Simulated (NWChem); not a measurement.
C4H6; SMILES C#CCC

```xyz
10

C      0.2538    -1.9750     0.0000
C     -0.1590    -0.8361     0.0000
C     -0.6345     0.5429     0.0000
C      0.4900     1.5772     0.0000
H      0.6146    -2.9867     0.0000
H     -1.2839     0.6924     0.8798
H     -1.2839     0.6924    -0.8798
H      0.0761     2.5965     0.0000
H      1.1286     1.4659    -0.8885
H      1.1286     1.4659     0.8885
```
Atoms are numbered in this order, from 1.

Level: PBE0/def2-SVP (NWChem), optimised geometry, unscaled harmonic frequencies. 

| frequency (cm⁻¹) | IR intensity (km/mol) |
|---|---|
| 204 | 1.4 |
| 228 | 0.8 |
| 373 | 7.6 |
| 526 | 8.5 |
| 691 | 42.0 |
| 700 | 38.5 |
| 783 | 2.8 |
| 867 | 0.3 |
| 1050 | 0.2 |
| 1089 | 0.7 |
| 1090 | 3.0 |
| 1272 | 0.1 |
| 1341 | 9.5 |
| 1395 | 1.9 |
| 1443 | 3.9 |
| 1466 | 7.8 |
| 1477 | 4.6 |
| 2248 | 5.4 |
| 3056 | 13.5 |
| 3066 | 21.5 |
| 3102 | 3.9 |
| 3165 | 15.8 |
| 3168 | 13.5 |
| 3491 | 71.6 |

The zero-point energy is 53.3 kcal/mol and the thermal correction to the enthalpy at 298.15 K (with zero-point energy) comes out as 57.0 kcal/mol. The heat capacity Cv is 16.8 cal/(mol K) and the entropy at 298.15 K and 1 atm (symmetry number 1) is 68.8 cal/(mol K). The dipole moment comes out as 0.77 D.

Rigid rotor and harmonic oscillator.
